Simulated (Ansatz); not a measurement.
Consider the isomerisation: `C=CCN[SiH2]Cl` → `C=CN(C)[SiH2]Cl`.

Isolated molecules relaxed with PBE0-D4/def2-TZVP in Ansatz; ΔE leaves out vibrations. CBS: MP2 limit from def2 TZ/QZ plus the TZ coupled-cluster correction, frozen cores. DFT in def2-TZVPP. B3LYP here is the variant with VWN-RPA as its local correlation; programs differ in this. One conformer a species, not always the lowest.

`C=CCN[SiH2]Cl`:

Cartesian coordinates in Å:
```
C -2.190 -0.705 -0.163
C -1.705 0.485 0.159
C -0.261 0.876 0.121
N 0.610 -0.128 -0.444
Si 2.147 -0.513 0.162
Cl 3.593 0.936 -0.166
H -1.538 -1.514 -0.471
H -3.252 -0.910 -0.115
H -2.382 1.275 0.477
H -0.172 1.835 -0.409
H 0.071 1.086 1.146
H 0.401 -0.341 -1.408
H 2.619 -1.736 -0.522
H 2.060 -0.645 1.632
```

`C=CN(C)[SiH2]Cl`:

Z-matrix (Å, degrees):
```
C
N 1 1.447
H 1 1.091 2 109.9
H 1 1.095 2 110.4 3 -119.4
H 1 1.096 2 111.5 3 120.2
C 2 1.385 1 117.3 3 178.0
Si 2 1.715 1 120.3 3 -13.3
C 6 1.333 2 126.7 1 -0.7
H 6 1.087 2 113.7 1 -179.9
Cl 7 2.063 2 113.2 1 -76.7
H 7 1.478 2 108.6 1 40.7
H 7 1.477 2 107.9 1 164.8
H 8 1.081 6 119.4 2 -178.5
H 8 1.082 6 123.1 2 1.4
```

| level | ΔE (kJ/mol) | difference from CCSD(T)/CBS |
| --- | --- | --- |
| PBE-D4 | -6.1 | -8.2 |
| PBE0-D4 | -2.7 | -4.8 |
| B3LYP-D4 | -3.6 | -5.7 |
| ωB97M-V | 1.3 | -0.8 |
| PBE | -3.8 | -5.9 |
| r2SCAN | -4.2 | -6.3 |
| PBE0 | -0.7 | -2.8 |
| B3LYP | 0.2 | -1.9 |
| HF/def2-TZVPP | 9.5 | 7.4 |
| MP2/def2-TZVPP | -2.8 | -4.9 |
| SCS-MP2/def2-TZVPP | -0.2 | -2.3 |
| CCSD/def2-TZVPP | 3.5 | 1.4 |
| CCSD(T)/def2-TZVPP | 0.9 | -1.2 |
| MP2/def2-QZVPP | -2.2 | -4.3 |
| SCS-MP2/def2-QZVPP | 0.6 | -1.5 |
| MP2/CBS(def2) | -1.6 | -3.7 |
| CCSD(T)/CBS | 2.1 | 0 |

Largest T1 diagnostic among the species: 0.011.

From PBE to PBE0 (25 % exact exchange), in def2-TZVPP and without D4, ΔE moves by +3.0 kJ/mol. The D4 term adds −3.8 kJ/mol with B3LYP and −2.0 kJ/mol with PBE0; it sums over pairs of atoms, weighted by their polarisabilities, and B3LYP, whose exchange is more repulsive, gets the larger term.
